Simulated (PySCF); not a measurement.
Several species in one continuum solvent.

Computed with PySCF at PBE0/pcSseg-1, non-relativistic, each on one gas-phase PBE0-D3(BJ)/def2-SVP geometry that isn't relaxed in the solvent. The solvent is an IEF-PCM continuum (Bondi radii, 1.10 Å for H, scaled by 1.2). Only the electrostatic response of the medium enters.

Problem. Order them by E(solvent) − E(gas) in water (ε = 78.36), most negative first (kcal/mol).
A. `[F:1][c:2]1[cH:3][cH:4][cH:5][c:6](/[CH:7]=[N:8]\[SiH3:9])[cH:10]1` with C5–C6–C7–N8 -167°
B. `[F:1][CH2:2][C:3]#[C:4][SiH2:5][n:6]1[cH:7][cH:8][cH:9][cH:10]1` with C4–Si5–N6–C7 -45°
C. `CC#Cc1ccn([SiH3])c1F`
D. `[CH:1]#[C:2][Si@H:3]([CH3:4])[n:5]1[cH:6][cH:7][cH:8][c:9]1[F:10]` with C2–Si3–N5–C6 -114°
E. `CC#Cc1c(F)ccn1[SiH3]`
F. `[F:1][c:2]1[cH:3][cH:4][cH:5][c:6](/[CH:7]=[N:8]/[SiH3:9])[cH:10]1` with C5–C6–C7–N8 0°

Solution. B (-6.8), D (-5.8), C (-5.4), E (-5.0), A (-4.7), F (-4.4).

```json
{"SMILES": "FCC#C[SiH2]n1cccc1", "charge": "0", "ΔE (kcal/mol)": "-6.8", "polarisation term (kcal/mol)": "-7.8", "HOMO shift (eV)": "-0.16", "dipole gas (D)": "1.93", "dipole solvent (D)": "2.50", "atoms": "18"}
{"SMILES": "C#C[Si@H](C)n1cccc1F", "charge": "0", "ΔE (kcal/mol)": "-5.8", "polarisation term (kcal/mol)": "-6.5", "HOMO shift (eV)": "-0.21", "dipole gas (D)": "1.73", "dipole solvent (D)": "2.23", "atoms": "18"}
{"SMILES": "CC#Cc1ccn([SiH3])c1F", "charge": "0", "ΔE (kcal/mol)": "-5.4", "polarisation term (kcal/mol)": "-6.5", "HOMO shift (eV)": "-0.23", "dipole gas (D)": "1.55", "dipole solvent (D)": "2.11", "atoms": "18"}
{"SMILES": "CC#Cc1c(F)ccn1[SiH3]", "charge": "0", "ΔE (kcal/mol)": "-5.0", "polarisation term (kcal/mol)": "-6.1", "HOMO shift (eV)": "-0.17", "dipole gas (D)": "2.74", "dipole solvent (D)": "3.61", "atoms": "18"}
{"SMILES": "Fc1cccc(/C=N\\[SiH3])c1", "charge": "0", "ΔE (kcal/mol)": "-4.7", "polarisation term (kcal/mol)": "-5.5", "HOMO shift (eV)": "-0.07", "dipole gas (D)": "2.61", "dipole solvent (D)": "3.57", "atoms": "18"}
{"SMILES": "Fc1cccc(/C=N/[SiH3])c1", "charge": "0", "ΔE (kcal/mol)": "-4.4", "polarisation term (kcal/mol)": "-5.1", "HOMO shift (eV)": "+0.03", "dipole gas (D)": "0.29", "dipole solvent (D)": "0.69", "atoms": "18"}
```

Over the 6 neutral species the correlation coefficient of ΔE with the squared gas-phase dipole is -0.01. The polarisation term is half the interaction of the solute with the induced surface charges.
